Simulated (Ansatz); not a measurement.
Cost and result up the ladder for the cluster Al₄P₃ (7 atoms). The state is a doublet with charge 0. Geometry: B3LYP-D4/def2-SVP.

```xyz
7

Al   -1.068   -1.688    0.330
Al    0.738    2.862   -1.579
Al    0.327    0.270    1.751
Al    0.398    0.106   -1.385
P    -0.930   -1.359    2.533
P     1.490    1.406    0.224
P    -0.954   -1.596   -1.873
```

Ansatz on 4 threads of Intel Xeon on a shared host. Times are rough, and most runs start from the orbitals of an earlier one. ωB97X-V/def2-TZVP serves as the yardstick here, not as an exact answer. Differences are given only for rows in sets of like size (and for xTB, whose basis is part of the method), since another set adds its own error. Binding counts from free atoms at the same level (Al doublet, P quartet; other spins of the atoms weren't run), without zero-point energy or a counterpoise term.

Correlated methods freeze 35 core orbitals. The rows differ in basis, and correlated rows in double-zeta sets carry the largest basis error. The structure comes from a short search, and lower isomers may exist.

Correlated methods converge slowly with the basis, most of all in double-zeta sets.

```tsv
level	functions	wall time	binding energy per atom (eV)	difference from ωB97X-V/def2-TZVP (eV)	remarks
HF/STO-3G	63	2.3 s	2.35	–	–
PBE-D4/def2-SVP	126	7 s	2.81	–	–
PBE-D4/def2-TZVP	259	16 s	2.84	0.16	–
PBE-D4/def2-TZVPD	301	27 s	2.84	0.16	–
RPA@PBE/def2-TZVP	259	30 s	2.34	-0.34	–
MP2/def2-TZVP	259	38 s	2.60	-0.08	spin-contaminated (⟨S²⟩ 0.85)
r2SCAN-D4/def2-TZVP	259	39 s	2.78	0.10	–
CCSD(T)/def2-SVP	126	44 s	2.24	–	spin-contaminated (⟨S²⟩ 0.85)
BHLYP-D4/def2-TZVP	259	54 s	2.48	-0.20	–
PBE0-D4/def2-TZVPD	301	61 s	2.73	0.06	–
PBE0-D4/def2-TZVP (with forces)	259	61 s	2.73	0.06	–
r2SCAN0-D4/def2-TZVP	259	68 s	2.67	-0.01	–
r2SCAN0-D4/def2-TZVPD	301	81 s	2.67	0.00	–
ωB97X-V/def2-TZVP	259	86 s	2.68	0.00	–
```
